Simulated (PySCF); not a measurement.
C2H7NOSi2, SMILES N[Si@]1(O)C=C[SiH2]1. Atoms are numbered in the order given.

```xyz
13

N      1.5094     1.5243    -0.4970
Si     0.6740     0.1253     0.0330
O      1.8205    -0.6753     0.9532
C     -0.2302    -1.0263    -1.1751
C     -1.5382    -0.9250    -0.8182
Si    -1.6001     0.3047     0.6309
H      1.0408     2.3502    -0.8480
H      2.5076     1.5202    -0.6775
H      1.6378    -1.6083     1.1145
H      0.1112    -1.6645    -2.0031
H     -2.3419    -1.4735    -1.3283
H     -2.3787     1.5529     0.3482
H     -2.1311    -0.2576     1.9126
```

The structure is a stationary point at B3LYP-D3(BJ)/def2-SVP. The structure was generated by enumeration; whether it is a known compound was not checked. Other conformers were not sampled.

Two levels are set side by side: PBE/pcSseg-1 (PySCF) and PBE0/pcSseg-1 (PySCF). GIAO shifts against H2O (¹⁷O), NH3 (¹⁵N), TMS (²⁹Si), TMS (¹H), TMS (¹³C) at the same level; non-relativistic, no solvent, atoms listed together averaged. Differences are taken from unrounded values.

```csv
quantity,PBE
δ(¹⁵N) of N1 (ppm),36.0
δ(²⁹Si) of Si2 (ppm),-1.0
δ(¹⁷O) of O3 (ppm),61.9
δ(¹³C) of C4 (ppm),185.4
δ(¹³C) of C5 (ppm),170.2
δ(²⁹Si) of Si6 (ppm),-32.1
δ(¹H) of H9 (ppm),1.29
δ(¹H) of H10 (ppm),7.88
δ(¹H) of H11 (ppm),8.17
"δ(¹H) of H12, H13 (ppm)",5.18
```

**Question.** These are the PBE values. What does PBE0 give? (The exact figures need the calculation; the answer reports its results.)

**Answer.** 
| quantity | PBE0 | PBE minus PBE0 |
|---|---|---|
| δ(¹⁵N) of N1 (ppm) | 30.7 | 5.3 |
| δ(²⁹Si) of Si2 (ppm) | 0.3 | -1.4 |
| δ(¹⁷O) of O3 (ppm) | 52.0 | 9.9 |
| δ(¹³C) of C4 (ppm) | 187.4 | -1.9 |
| δ(¹³C) of C5 (ppm) | 173.4 | -3.2 |
| δ(²⁹Si) of Si6 (ppm) | -29.3 | -2.8 |
| δ(¹H) of H9 (ppm) | 1.35 | -0.06 |
| δ(¹H) of H10 (ppm) | 7.93 | -0.04 |
| δ(¹H) of H11 (ppm) | 8.22 | -0.05 |
| δ(¹H) of H12, H13 (ppm) | 5.02 | 0.16 |

Rough cost on one machine, each run with all the roots and properties that it gave: PBE0 against PBE within a factor of 2.
